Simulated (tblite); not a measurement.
pinacolborane (C$_{6}$H$_{13}$BO$_{2}$), singlet, at a GFN2-xTB geometry; GFN1-xTB (tblite).

tblite was given this input:
```
$ tblite run mol.xyz --method gfn1 --charge 0 --spin 0 --efield 0,0,0.1 --json tblite.json --no-restart

# file mol.xyz
22

C     -1.77504489    -0.15419211     0.95810353
C     -0.76840575    -0.13730342    -0.19880335
C     -1.15823124    -1.21383039    -1.21017274
O     -0.86942477     1.14841393    -0.81692468
B      0.21679455     1.88224231    -0.47765229
O      1.13781395     1.18178064     0.22559658
C      0.73092190    -0.18813684     0.28138958
C      0.93589637    -0.71651378     1.70003172
C      1.64641146    -0.96262237    -0.67469209
H     -2.76727097     0.03377745     0.55440757
H     -1.54858855     0.63559343     1.66969349
H     -1.77551462    -1.11521817     1.46352174
H     -2.20548957    -1.08539787    -1.47234630
H     -0.57277491    -1.13035295    -2.12003870
H     -1.02218357    -2.20221407    -0.77984665
H      0.34570089     3.00142624    -0.76166501
H      0.43205319    -0.09141387     2.43008365
H      1.99904572    -0.70697816     1.92719343
H      0.56858196    -1.73602217     1.77924377
H      1.55575249    -0.57339505    -1.68547743
H      2.67628670    -0.82371634    -0.35394660
H      1.41402789    -2.02326310    -0.66707659
```

The log (banner, timings and long lists left out):

```
xTB calculator
 | screened Coulomb repulsion
 | Coulomb electrostatics
 |  * isotropic Klopman-Ohno-Mataga-Nishimoto electrostatics
 |  * onsite third-order electrostatics
 | DFT-D3(BJ) dispersion correction
 | Interactions (1)
 | [1] electric field

halogen bonding energy    0.0000000000000E+00 Eh
repulsion energy          3.3340112983367E-01 Eh
dispersion energy        -1.0399692479391E-02 Eh
interaction energy        0.0000000000000E+00 Eh
number of electrons       5.2000000000000E+01 e
integral cutoff           2.1261634374110E+01 bohr

------------------------------------------------------------
  cycle        total energy    energy error   density error
------------------------------------------------------------
      1     -30.39231213106  -3.0715314E+01   3.9618235E-01
      2     -30.61472877408  -2.2241664E-01   2.2260017E-01
      3     -30.61561730314  -8.8852906E-04   6.4562992E-02
      4     -30.61987745229  -4.2601491E-03   1.2118003E-02
      5     -30.62126668651  -1.3892342E-03   1.3194882E-03
      6     -30.62127599078  -9.3042680E-06   3.2541238E-04
      7     -30.62127647865  -4.8787100E-07   1.0994244E-04
      8     -30.62127658947  -1.1082431E-07   1.4641704E-05
------------------------------------------------------------

electronic energy        -3.0944278026825E+01 Eh
total energy             -3.0621276589471E+01 Eh

Post processing:
 | Mayer-Wiberg bond orders

[Info] JSON dump of results written to 'tblite.json'
```
